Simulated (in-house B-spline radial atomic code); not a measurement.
Values are calculated unless marked as measured or tabulated.
**Weak and strong correlation along the adiabatic connection**

Two-electron singlets in several external potentials (atomic units), by full CI in B-splines with partial waves to l = 8 (correlation energies up to 0.6 % small). The repulsion is scaled by λ at fixed density; W(λ) is the mean repulsion less the Hartree energy, W(0) = E_x, and the area under W from 0 to 1 is E_xc.

One system gave this curve:

```json
{"λ": "0", "W (hartree)": "-4.9115"}
{"λ": "0.02", "W (hartree)": "-4.9134"}
{"λ": "0.05", "W (hartree)": "-4.9162"}
{"λ": "0.12", "W (hartree)": "-4.9227"}
{"λ": "0.25", "W (hartree)": "-4.9347"}
{"λ": "0.4", "W (hartree)": "-4.9483"}
{"λ": "0.6", "W (hartree)": "-4.9661"}
{"λ": "0.8", "W (hartree)": "-4.9837"}
{"λ": "1", "W (hartree)": "-5.0009"}
{"λ": "1.4", "W (hartree)": "-5.0345"}
{"λ": "2", "W (hartree)": "-5.0827"}
{"λ": "3", "W (hartree)": "-5.1577"}
{"λ": "4.5", "W (hartree)": "-5.2592"}
{"λ": "7", "W (hartree)": "-5.4043"}
{"λ": "10", "W (hartree)": "-5.5472"}
```

(1) Which system is it?
A. −Z/r, Z = 0.765, wall at 1.86 bohr
B. ω²r²/2, ω = 0.697
C. −Z exp(−kr)/r, Z = 8.32, k = 1.01
D. ω²r²/2 − Z/r, ω = 1.81, Z = 3

Results:

(1) C. The exchange energy sets the size: −Z exp(−kr)/r, Z = 8.32, k = 1.01: E_x = -4.91, E_c = -0.0454; ω²r²/2 − Z/r, ω = 1.81, Z = 3: E_x = -1.9, E_c = -0.0427; −Z/r, Z = 0.765, wall at 1.86 bohr: E_x = -1.02, E_c = -0.044; ω²r²/2, ω = 0.697: E_x = -0.616, E_c = -0.0399 hartree.
